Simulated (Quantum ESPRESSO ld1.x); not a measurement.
Problem. Hg20+, 60 electrons, occupied as [Kr] 4d10 4f13 5s1. All-electron calculation, Dirac Kohn-Sham, PBE, spin-unpolarised, spherical densities, point nucleus; open shells are shared between the two j in proportion to 2j + 1. Program: ld1.x of Quantum ESPRESSO 7.5. Some entries of the table are withheld. Estimate them.

orbital     occ.  eigenvalue (Ry)  <r> (bohr)
1s1/2          2         -6141.04         (1)
2s1/2          2         -1117.46     0.06922
2p1/2          2              (2)     0.05691
2p3/2          4              (3)     0.06558
3s1/2          2              (4)         (5)
3p1/2          2         -272.588      0.1703
3p3/2          4         -240.796      0.1861
3d3/2          4         -208.235      0.1619
3d5/2          6         -201.415      0.1667
4s1/2          2         -91.2867      0.3961
4p1/2          2         -82.7966      0.3975
4p3/2          4         -74.9617      0.4299
4d3/2          4         -61.0761      0.4334
4d5/2          6         -59.5860      0.4434
4f5/2    5.57143         -41.6184         (6)
4f7/2    7.42857         -41.2734         (7)
5s1/2          1         -39.6599      0.8007

Solution. 
(1) 1s1/2 <r> (bohr): 0.01658
(2) 2p1/2 eigenvalue (Ry): -1073.54
(3) 2p3/2 eigenvalue (Ry): -930.274
(4) 3s1/2 eigenvalue (Ry): -292.325
(5) 3s1/2 <r> (bohr): 0.1799
(6) 4f5/2 <r> (bohr): 0.4471
(7) 4f7/2 <r> (bohr): 0.4520
